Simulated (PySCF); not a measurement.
One molecule, one basis, several functionals.

Species: C2H6O2Si.
SMILES with atom numbers: `[O:1]=[C:2]([OH:3])[CH2:4][SiH3:5]` (hydrogens: H6 on O3; H7, H8 on C4; H9, H10, H11 on Si5)

Torsions of this conformer, `[O:1]=[C:2]([OH:3])[CH2:4][SiH3:5]`: O1–C2–C4–Si5 -87°, H–O3–C2–O1 0°.

PySCF, pcSseg-2 basis, density fitting, gas phase, PBE0-D3(BJ)/def2-SVP geometry. One functional is left out:

```
functional  exact exchange (%)  HOMO energy (eV)  LUMO energy (eV)  dipole moment (D)
     B97-D                   0             -6.54             -1.06              1.694
      BLYP                   0             -6.44             -1.06              1.694
      BP86                   0             -6.63             -1.24              1.689
       LDA                   0             -6.73             -1.42              1.715
      OPBE                   0             -6.44             -1.03              1.649
       PBE                   0             -6.52             -1.16              1.676
     B3LYP                  20             -7.93             -0.37              1.760
      PBE0                  25             -8.17             -0.10              1.754
  mPW1PW91                  25             -8.20             -0.12              1.756
 BHandHLYP                  50             -9.78              0.75              1.855
```

Q: Predict the row of B97-2 (21 % exact exchange) by straight lines through the other rows, and check it.

A: 
```json
{"property": "HOMO energy (eV)", "line": "-7.92", "computed": "-7.87", "computed − line": "+0.05", "B3LYP (20 %), for comparison": "-7.93"}
{"property": "LUMO energy (eV)", "line": "-0.33", "computed": "-0.15", "computed − line": "+0.18", "B3LYP (20 %), for comparison": "-0.37"}
{"property": "dipole moment (D)", "line": "1.753", "computed": "1.748", "computed − line": "-0.005", "B3LYP (20 %), for comparison": "1.760"}
```

Q: Which of these properties follows the share of exact exchange most closely, and which least?

A: Most closely the HOMO energy, least the dipole moment; the correlations over the tabulated rows are HOMO energy -0.997, LUMO energy 0.986, dipole moment 0.953. The HOMO energy moves by -0.651 eV for every 10 %. Functionals with the same share still differ in their other parts: at 0 % BLYP and LDA differ by 0.29 eV in it.
